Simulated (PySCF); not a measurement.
Input of a response calculation (the driver script's job line, then coordinates in Å):

```
{"job": {"kind": "uv", "xc": "PBE0", "basis": "def2-SVPD", "ip": false, "nstates": 15}, "charge": 0, "multiplicity": 1}
Zn    -0.071651    -0.336289     0.421747
C     -0.058102    -0.318614     2.364221
H     -0.725728     0.462648     2.763132
H      0.952024    -0.123805     2.759350
H     -0.395240    -1.283269     2.777380
C     -0.082641    -0.341251    -1.516449
C      0.197425     0.727741    -2.275668
H     -0.334788    -1.261804    -2.064944
H      0.463004     1.704167    -1.850614
H      0.180358     0.693736    -3.373745
```

The program printed:

```
coarse grid: 37816 points
cycle   1  E = -1896.4723363168  dE = -2.589e-01  |g| = 6.961e-01  |ddm| = 5.752e+00
cycle   2  E = -1896.3946814343  dE =  7.765e-02  |g| = 9.887e-01  |ddm| = 3.577e+00
cycle   3  E = -1896.5604408230  dE = -1.658e-01  |g| = 6.218e-02  |ddm| = 2.257e+00
cycle   4  E = -1896.5609876845  dE = -5.469e-04  |g| = 2.279e-02  |ddm| = 1.318e-01
cycle   5  E = -1896.5611113566  dE = -1.237e-04  |g| = 5.707e-03  |ddm| = 5.667e-02
cycle   6  E = -1896.5611201385  dE = -8.782e-06  |g| = 1.148e-03  |ddm| = 9.413e-03
final grid: 78896 points
cycle   7  E = -1896.5611094881  dE =  5.377e-07  |g| = 1.942e-03  |ddm| = 7.415e-03
cycle   8  E = -1896.5611075284  dE =  1.960e-06  |g| = 3.438e-03  |ddm| = 9.427e-03
cycle   9  E = -1896.5611103665  dE = -2.838e-06  |g| = 1.338e-04  |ddm| = 5.628e-03
cycle  10  E = -1896.5611103700  dE = -3.577e-09  |g| = 3.224e-05  |ddm| = 3.656e-04
cycle  11  E = -1896.5611103702  dE = -1.546e-10  |g| = 4.393e-06  |ddm| = 5.662e-05
converged SCF energy = -1896.5611103702

Static polarisability (au): isotropic 63.072, principal 46.794 55.380 87.041

Singlet excitations
state   eV       nm        f      main configurations
  1   5.2832    234.7   0.00012   H->L 0.98
  2   5.8790    210.9   0.01070   H->L+1 0.97
  3   6.2809    197.4   0.00669   H-1->L+1 0.98
  4   6.4230    193.0   0.13190   H-1->L 0.88
  5   6.6194    187.3   0.38131   H->L+2 0.93
  6   6.7565    183.5   0.02858   H-1->L+2 0.90
  7   6.8168    181.9   0.01117   H->L+3 0.50, H-2->L 0.40
  8   7.1838    172.6   0.03319   H-2->L 0.56, H->L+3 0.43
  9   7.5274    164.7   0.03228   H-2->L+1 0.56, H->L+4 0.21, H-2->L+2 0.15
 10   7.6547    162.0   0.01714   H->L+4 0.45, H-2->L+1 0.33, H-2->L+2 0.17
 11   7.8990    157.0   0.04348   H-1->L+4 0.90
 12   7.9083    156.8   0.04925   H-2->L+2 0.62, H->L+4 0.32
 13   8.1402    152.3   0.20318   H-1->L+3 0.71, H->L+5 0.09
 14   8.4283    147.1   0.00053   H-1->L+5 0.51, H-1->L+6 0.27, H-5->L 0.15
 15   8.4447    146.8   0.08599   H->L+5 0.67, H->L+6 0.21

Triplet excitations (Tamm-Dancoff, eV): 4.0986 4.8256 5.6563 5.8354
```

The calculation used PySCF 2.14.0, density-fitted response routines, TDDFT PBE0/def2-SVPD, vertical, gas phase, core orbitals frozen in the response. Geometry: PBE0-D3(BJ)/def2-SVP; no solvent, vibrations or thermal averaging.

Task: Give the energy of state 11 in hartree, cm⁻¹ and kJ/mol.

Result: 0.29028 hartree, 63710 cm⁻¹, 762.1 kJ/mol.

Task: Give the mean polarisability in Å³.

Result: 63.07 au × 0.148185 = 9.35 Å³.

Task: What transition dipole goes with state 5?

Result: |μ|² = 3f / (2ΔE) = 3 × 0.3813 / (2 × 0.2433) = 2.351 au, so |μ| = 3.90 D.

Task: What is the polarisability anisotropy, √(½[(α1 − α2)² + (α2 − α3)² + (α3 − α1)²])?

Result: 36.71 au.

Task: What is the gap between the lowest singlet and the lowest triplet?

Result: 5.2832 − 4.0986 = 1.1846 eV (full response against Tamm–Dancoff).

Task: Which species is it?

Result: ZnMe(vinyl) (`C=[CH][Zn][CH3]`) (C3H6Zn).

The SCF starts on a coarse grid; the energy jumps when the final grid takes over, and dE counts afresh there. H and L stand for HOMO and LUMO.

Hardware: one thread, AMD EPYC 7B13 (x86_64), no GPU, shared host with 96 logical CPUs at a one-minute load of 22. Cost: 16 s of wall time (grids of density and orbitals included), 0.64 GiB resident at most.
